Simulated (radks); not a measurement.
The numbers below are computed, except where a source is named.
Problem. The nickel ion Ni2+ is in [Ar] 3d8. Level of theory: scalar-relativistic Kohn-Sham, PBE, spin-polarised, spherical densities, finite nucleus; Fermi nuclear charge, rms radius of each element as measured or else 0.836 A^(1/3) + 0.57 fm (a radial shooting solver on a logarithmic mesh with Libxc functionals). Open shells are filled with parallel spins first. One electron is removed from 3d, 3p, 2p, 3s in turn, with full relaxation. Which removal costs least, and what does each cost?

Solution. 3d 35.925 eV; 3p 99.452 eV; 3s 139.26 eV; 2p 892.85 eV. The 3d electron leaves first.
